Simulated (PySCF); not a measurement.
**Computed properties of C5H6, SMILES C#CCC=C**

C₅H₆, SMILES C#CCC=C. Geometry optimised at B3LYP-D3(BJ)/def2-SVP. Other conformers were not sampled. All values are computed for the isolated molecule unless a solvent is named; none is compared with measurement here.

**Structure.** All 27 harmonic modes at B3LYP-D3(BJ)/def2-SVP (PySCF) are real, so it is a minimum. With heavy atoms numbered as in [CH:1]#[C:2][CH2:3][CH:4]=[CH2:5], the shortest bond between them is C1–C2 at 1.211 Å and the longest C3–C4 at 1.512 Å.

**Vibrations.** The strongest infrared lines (harmonic, unscaled, degenerate partners summed) lie at 3472 cm⁻¹ (70 km/mol, H 86 %, C 14 %), 689 cm⁻¹ (38 km/mol, H 78 %, C 22 %), 704 cm⁻¹ (35 km/mol, H 76 %, C 24 %). The softest mode is at 86 cm⁻¹ and the zero-point energy is 56.0 kcal/mol.

**Electronic structure.** CAM-B3LYP/def2-TZVP (PySCF) places the frontier levels at -8.93 and 1.15 eV, a gap of 10.08 eV, and gives a dipole moment of 0.58 D and a mean polarisability of 57.4 bohr³. PBE/def2-TZVP (PySCF) at the same geometry gives -6.43 and -1.05 eV, so its gap is 4.70 eV narrower. An orbital gap is neither the optical nor the fundamental gap.

**Excitations.** TDDFT-M06-2X/def2-SVPD (PySCF) has S1 at 5.96 eV (208 nm, f = 0.000, dark); the most intense of the 10 singlets computed lies at 7.50 eV (f = 0.34). T1 (TDA) is at 4.77 eV. TDDFT-PBE/def2-SVPD (PySCF) puts S1 at 5.51 eV. No vertical singlet excitation falls in the visible range (under 3.1 eV).

**NMR.** GIAO shifts at B3LYP/pcSseg-1 (PySCF) (non-relativistic, atoms alike by connectivity averaged): ¹³C from 30.4 to 146.7 ppm against TMS; ¹H from 2.1 to 6.2 ppm against TMS.

**Solvation.** SMD-B3LYP/6-31G* (PySCF) gives -0.3 kcal/mol in water, -4.7 kcal/mol in chlorobenzene, -3.3 kcal/mol in benzene (1 M in both phases, gas-phase geometry); of these solvents chlorobenzene holds the molecule best.
